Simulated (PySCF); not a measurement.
Vertical excitations of a molecule C2H9NOSi2 from PySCF with TDA-LC-ωPBE/def2-SVPD, as energy in eV (oscillator strength): 4.08 (0.001), 6.99 (0.026), 7.34 (0.017), 7.63 (0.220), 7.83 (0.129), 7.90 (0.040). Lowest triplet (TDA): 3.44 eV. Geometry: r2SCAN-D4/def2-SVP. One conformer was computed; it need not be the lowest.

Task: Pick the molecule that these values belong to.
(A) O[C@H]([SiH3])/C=N\[SiH3]
(B) CC[Si@@H]1N[SiH2]O1
(C) [SiH3]/N=C\CO[SiH3]
(D) [SiH3]/C=N\CO[SiH3]

Result: C, [SiH3]/N=C\CO[SiH3]
